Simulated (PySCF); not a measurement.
# Shapes and spin states of RhBr2

Computed with PBE0/[Rh def2-SVP with ECP28, Br def2-SVP], scalar-relativistic core potentials, density fitting, no spin–orbit coupling, PySCF.

Relaxations began from a few typed shapes and spin states; open shells are unrestricted. The search is not exhaustive: other isomers or separated fragments can lie lower, and high-lying points may rest on an excited occupation.

```csv
spin,group,bonds,angles,imaginary modes (cm⁻¹),ΔE (kJ/mol),ΔE with ZPE (kJ/mol)
quartet,D∞h,Rh–Br 2.363 Å (×2),Br–Rh–Br 180.0°,none,0.0,0.0
broken-symmetry Ms = 1/2 (⟨S²⟩ 1.76),D∞h,Rh–Br 2.338 Å (×2),Br–Rh–Br 180.0°,none,39.1,39.2
doublet,C2v,Rh–Br 2.336 Å (×2),Br–Rh–Br 104.0°,none,43.0,43.0
```

The lowest minimum found is the quartet D∞h: Rh–Br 2.363 Å (×2); Br–Rh–Br 180.0°.

Formally Rh is in oxidation state +2, d7, with 3 unpaired electrons (the high-spin count). The Mulliken spin on Rh is 2.39. The polar-tensor charge on Rh, 1.06, is far below the formal one.

For the lowest minimum: with open d or f shells other occupations or spin states may lie lower.
